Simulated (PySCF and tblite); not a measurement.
The numbers below are computed, except where a source is named.
# Barrier and rate of a rearrangement

System: C7H13 (charge +1), numbered as in [CH+:1]1[CH2:2][CH2:3][CH2:4][CH2:5][CH2:6][CH2:7]1.

Motion: shift of H on C2 from C2 to C1. Geometries: PBE0-D3(BJ)/def2-SVP; energies: PBE0/pcSseg-1 + D3(BJ), IEF-PCM chloroform; zero-point and thermal terms from GFN2-xTB harmonic modes (soft modes blended into free rotors). Rates follow Eyring's equation with the number of equivalent paths and no tunnelling. Run with tblite and PySCF.

```
 point  symmetry  E(GFN2) kcal/mol  E(DFT) kcal/mol  ZPE change kcal/mol  lowest mode cm⁻¹
 start        C1               0.0              0.0                 0.00               136
saddle        Cs              10.2              4.4                -1.51              591i
   end        C1               0.0              0.0                 0.00               138
```

| Item | Value |
| --- | --- |
| Electronic barrier | 4.4 kcal/mol |
| Barrier with zero-point energy | 2.9 kcal/mol |
| ΔH‡ (298 K) | 2.7 kcal/mol |
| ΔS‡ (298 K, symmetry apart) | -1.1 cal/(mol K) |
| Paths | 1 equivalent path |
| End point | the same structure with atoms interchanged, or its mirror image |
| Mean lifetime of the start against this motion at 298 K | 28 ps |
| Cost | 5.4 min on 1 thread of Arm Neoverse V1 (shared host) (rough), peak memory 0.99 GiB, launched as `OMP_NUM_THREADS=1 python ens_run.py task.json out` |

```tsv
T/K	ΔG‡ kcal/mol	k s⁻¹
200	3.0	2.3×10⁹
250	3.0	1.2×10¹⁰
298	3.1	3.6×10¹⁰
350	3.1	8.3×10¹⁰
400	3.2	1.5×10¹¹
```

ΔG and ΔG‡ leave out symmetry numbers and mirror images; rates count paths: 1 out.

The ion is treated without a counter-ion.
